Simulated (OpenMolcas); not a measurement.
A calculation on Fe³⁺.

```yaml
Program: OpenMolcas
Method: "SS-CASPT2, IPEA 0.25 Eh, imaginary shift 0.1 Eh (closed shells correlated: 3s 3p)"
Basis: ANO-RCC-VQZP [7s6p4d3f2g1h]
Scalar_Hamiltonian: DKH2, point nucleus
Active_space: 5 electrons in 5 orbitals (3d)
State_averaging: 2S+1 = 6 even, 1 root; 2S+1 = 4 even, 24 roots; 2S+1 = 2 even, 75 roots
Spin-orbit_coupling: RASSI with atomic mean-field integrals over the reference wave functions, term energies averaged over their components
```

Q: Which level of the active space comes out lowest?

A: 3d⁵ ⁶S_5/2, with 100 % of that term; it is also the measured ground level.

Q: How high does 3d⁵ ²I_13/2 lie?

A: 48440 cm⁻¹ above the lowest level.

Q: How high does 3d⁵ ⁴D_7/2 lie?

A: 39800 cm⁻¹ above the lowest level; measured 38779 cm⁻¹ above the ground level, so the calculation is off by +3 %.

Q: How high does 3d⁵ ⁴P_5/2 lie?

A: 36550 cm⁻¹ above the lowest level; measured 35254 cm⁻¹ above the ground level, so the calculation is off by +4 %.

Measured values: Corliss and Sugar, J. Phys. Chem. Ref. Data 11, 135 (1982).

CASPT2 does not keep the components of a term degenerate, so their means are used; among the terms shown or strongly mixed into the levels shown the widest spread is 140 cm-1 (3d⁵ ²I). Measured partners are found by configuration, term and J. A level has none where our copy of the source lacks it or the pairing is in doubt (some pairs that miss far off the trend of their configuration count as doubtful), and it then counts in no deviation. Only configurations of the active space appear.
